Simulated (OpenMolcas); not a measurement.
Ni2+: moving the ligands

Ni2+ with 6 ligands (ammonia) in octahedral coordination (S6) at 2.11 Å. Ligand basis ANO-RCC-VDZP.

| Item | Value |
| --- | --- |
| Program | OpenMolcas |
| Method | CASSCF |
| Basis | ANO-RCC-VTZP [6s5p3d2f1g] |
| Scalar Hamiltonian | DKH2, point nucleus |
| Active space | 8 electrons in 5 orbitals (3d) |
| State averaging | 2S+1 = 3 even, 10 roots; 2S+1 = 1 even, 15 roots |
| Spin-orbit coupling | RASSI with atomic mean-field integrals over the reference wave functions |

Runs around this geometry, states. Energies in cm-1 above the lowest state or level, χT in cm3 K/mol.

```tsv
R (Å)	Ground state	First state of that spin	First gap with spin-orbit (degeneracies)	χT at 300 K	First state of another spin
2.01	2S+1 = 3	12552	0.2 (2, 1)	1.229	2S+1 = 1: 18554
2.11	2S+1 = 3	9406	0.3 (2, 1)	1.315	2S+1 = 1: 18573
2.21	2S+1 = 3	7097	0.3 (2, 1)	1.425	2S+1 = 1: 18479
```

Without dynamic correlation the repulsion within the d shell is too large (B by tens of per cent), so at a given field states of lower spin stand too high. Ligand-to-metal charge-transfer states are missing. With no ligand orbital active B as a rule stays too high, so bands that hang on it stand too high and its fall with covalency is understated. With metal d orbitals alone and no dynamic correlation the field as a rule comes out too small, by tens of per cent, by up to half for chloride and softer ligands, and the orbital part of g and χT, which goes as 1/10Dq, too large. No measured value stands beside these numbers; the geometry is a model, was not optimised and need not be the one that this ion takes.

A state without a sure symmetry label is named by its multiplicity alone.
